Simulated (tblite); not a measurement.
Compound: C4H3F4O2 (charge -1).
Numbering: `[O:1]=[C:2]([O-:3])[C@@H:4]([F:5])[CH2:6][C:7]([F:8])([F:9])[F:10]` (hydrogens: H11 on C4; H12, H13 on C6)
Bond orders are those of one Lewis drawing.

Computed with GFN2-xTB (tblite), gas phase: Langevin dynamics at 400 K from the optimised GFN2-xTB geometry, time step 0.5 fs, friction 0.01 fs⁻¹, 2000 steps.

Start geometry:
```
atom  x, y, z in Å
O1     -3.135   -0.011    0.545
C2     -2.083    0.546    0.277
O3     -1.817    1.708   -0.033
C4     -0.743   -0.394    0.386
F5     -1.013   -1.723    0.091
C6      0.331    0.134   -0.554
C7      1.741   -0.135   -0.109
F8      2.068   -1.440   -0.063
F9      2.031    0.356    1.109
F10     2.659    0.422   -0.943
H11    -0.409   -0.376    1.432
H12     0.171    1.218   -0.613
H13     0.194   -0.305   -1.544
```

The statistics below take the 31 frames saved every 25 fs from 250 to 1000 fs; their kinetic temperature (all 3N coordinates) averages 403 K.

Task: Give the mean, spread and extremes of the bond lengths.

Result: 
| bond | start (Å) | mean (Å) | standard deviation (Å) | shortest (Å) | longest (Å) |
| --- | --- | --- | --- | --- | --- |
| O1=C2 | 1.220 | 1.219 | 0.031 | 1.166 | 1.276 |
| C2–O3 | 1.232 | 1.227 | 0.029 | 1.179 | 1.302 |
| C2–C4 | 1.640 | 1.656 | 0.070 | 1.552 | 1.877 |
| C4–F5 | 1.388 | 1.396 | 0.030 | 1.340 | 1.468 |
| C4–C6 | 1.522 | 1.539 | 0.031 | 1.445 | 1.606 |
| C6–C7 | 1.504 | 1.512 | 0.035 | 1.441 | 1.594 |
| C7–F8 | 1.346 | 1.357 | 0.036 | 1.300 | 1.429 |
| C7–F9 | 1.345 | 1.349 | 0.034 | 1.277 | 1.413 |
| C7–F10 | 1.360 | 1.366 | 0.034 | 1.288 | 1.429 |
| C4–H11 | 1.097 | 1.111 | 0.047 | 1.020 | 1.200 |
| C6–H12 | 1.097 | 1.098 | 0.018 | 1.065 | 1.141 |
| C6–H13 | 1.091 | 1.096 | 0.036 | 1.015 | 1.158 |

Task: Give the same statistics for bond angles, one of each kind among heavy atoms.

Result: 
```json
{"angle": "O1–C2–O3", "start (°)": "132.3", "mean (°)": "132.8", "standard deviation (°)": "2.6", "smallest (°)": "127.9", "largest (°)": "137.8"}
{"angle": "O1–C2–C4", "start (°)": "115.3", "mean (°)": "113.2", "standard deviation (°)": "3.0", "smallest (°)": "106.2", "largest (°)": "118.3"}
{"angle": "O3–C2–C4", "start (°)": "112.4", "mean (°)": "113.6", "standard deviation (°)": "3.1", "smallest (°)": "106.3", "largest (°)": "120.8"}
{"angle": "C2–C4–F5", "start (°)": "112.1", "mean (°)": "111.2", "standard deviation (°)": "5.8", "smallest (°)": "99.1", "largest (°)": "120.9"}
{"angle": "C2–C4–C6", "start (°)": "109.6", "mean (°)": "109.6", "standard deviation (°)": "3.3", "smallest (°)": "102.5", "largest (°)": "114.3"}
{"angle": "F5–C4–C6", "start (°)": "109.7", "mean (°)": "109.2", "standard deviation (°)": "3.4", "smallest (°)": "102.9", "largest (°)": "116.6"}
{"angle": "C4–C6–C7", "start (°)": "114.6", "mean (°)": "115.0", "standard deviation (°)": "4.5", "smallest (°)": "105.2", "largest (°)": "125.0"}
{"angle": "C6–C7–F8", "start (°)": "114.3", "mean (°)": "114.3", "standard deviation (°)": "3.7", "smallest (°)": "108.0", "largest (°)": "120.9"}
{"angle": "C6–C7–F10", "start (°)": "112.2", "mean (°)": "111.7", "standard deviation (°)": "4.0", "smallest (°)": "102.3", "largest (°)": "120.5"}
{"angle": "F8–C7–F9", "start (°)": "105.7", "mean (°)": "105.5", "standard deviation (°)": "4.0", "smallest (°)": "97.1", "largest (°)": "116.9"}
```

Task: How far does each atom move about its mean position (frames aligned on the start, all atoms weighted alike), and what rms force does it feel?

Result: 
```csv
atom,rms displacement (Å),rms force (eV/Å)
O1,0.38,2.17
C2,0.14,3.19
O3,0.37,1.93
C4,0.16,2.39
F5,0.36,0.97
C6,0.10,2.03
C7,0.10,1.91
F8,0.42,1.17
F9,0.44,1.28
F10,0.26,1.14
H11,0.35,1.53
H12,0.16,0.81
H13,0.20,1.30
```

The displacements run from 0.10 to 0.44 Å, the largest at F9.

The run is classical and short, so these are rough statistics of one trajectory.

What follows is the cost of the whole dynamics run. Time: 8.5 s of wall time; peak memory 0.19 GiB. Hardware: one thread of an Arm Neoverse V2 (shared host).
